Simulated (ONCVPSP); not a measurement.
**Configuration tests for Mn (Z = 25) (ONCV)**

* Element: manganese (Mn)
* Generator: ONCVPSP 4.0.1
* Type: optimised norm-conserving Vanderbilt (ONCV)
* Functional: PBE
* Relativity: scalar-relativistic
* Frozen core: [Ne]
* Valence charge: 15
* Reference configuration: 3s2 3p6 3d4 (charge +3)
* Partial waves: 3s: rc 1.05 bohr, ncon 3, nbas 7, qcut 13.4 1/bohr, 2 projectors, debl 3.8 Ha; 3p: rc 0.85 bohr, ncon 5, nbas 7, qcut 8.1 1/bohr, 3 projectors, debl 2 Ha; 3d: rc 1.80 bohr, ncon 4, nbas 9, qcut 7.6 1/bohr, 2 projectors, debl 0.6 Ha; f scattering state at 0.07 Ha: rc 1.80 bohr, ncon 4, nbas 7, qcut 6 1/bohr, 2 projectors, debl 2 Ha
* Local potential: polynomial inside 0.75 bohr (lpopt 5, dvloc0 0 Ha)
* Core correction: polynomial model core, fcfact 0.75

In the s channel the program set the typed energies aside and used -4.477, 0.250 Ha. In the p channel the program set the typed energies aside and used -3.318, 0.250, 2.250 Ha. In the d channel the program set the typed energies aside and used -1.514, 0.250 Ha.

Energies are relative to the spin-unpolarised reference configuration 3s2 3p6 3d4; without spin polarisation the order of configurations can differ from experiment.

| valence configuration | charge | ΔE all-electron (eV) | error AE − PS (meV) |
| --- | --- | --- | --- |
| 3s2 3p6 3d5 4s2 | 0 | -56.534 | +81 |
| 3s2 3p6 3d5 4s1 | +1 | -48.118 | +122 |
| 3s2 3p6 3d5 | +2 | -32.519 | +180 |
| 3s2 3p6 3d5 4p2 | 0 | -48.604 | +133 |

Levels in the configuration 3s2 3p6 3d5:

```tsv
level	all-electron (eV)	pseudo (eV)
3s	-103.702	-103.804
3p	-72.429	-72.505
3d	-24.318	-24.587
```

Note: ghosts flagged at negative energy: p at -562.1 eV; GHOST(+) flagged for f at 74.9 eV, s at 547.5 eV. A true bound ghost makes a file unfit for plane-wave use.
